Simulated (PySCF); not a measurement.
## Pt⁺: excitation energy

Pt⁺ [Xe] 4f14 5d9 (2D) → Pt⁺ [Xe] 4f14 5d8 6s1 (4F), as a difference of total energies. Computed with PySCF 2.14 in aug-cc-pwCVDZ-PP with ECP60MDF, with a scalar-relativistic core potential. Correlated levels: valence: 5s2 5p6 frozen. The calculations carry no spin-orbit coupling.

| method | excitation energy (eV) |
| --- | --- |
| UHF | 0.245 |
| MP2 (valence) | 0.779 |
| SCS-MP2 (valence) | 0.936 |
| CCSD (valence) | 0.695 |
| CCSD(T) (valence) | 0.758 |

Task: How much does correlation contribute at CCSD(T) (valence)?

Result: 0.758 − (0.245) = 0.513 eV, measured against UHF.
